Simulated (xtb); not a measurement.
A geometry relaxed with GFN2-xTB (xtb), charge 0, multiplicity 2:

```xyz
8

C     -0.6673    -0.8281    -0.0566
H     -1.3626    -1.6458    -0.0720
H     -1.9813     0.9060    -0.3230
S      0.3612     1.5370    -0.1173
C      0.7199    -0.9486     0.1010
C     -1.0051     0.4829    -0.1876
C      1.4428     0.1615     0.0982
H      2.4924     0.3351     0.1982
```

**Question.** Write the SMILES of this molecule.

**Answer.** `[c]1ccsc1`
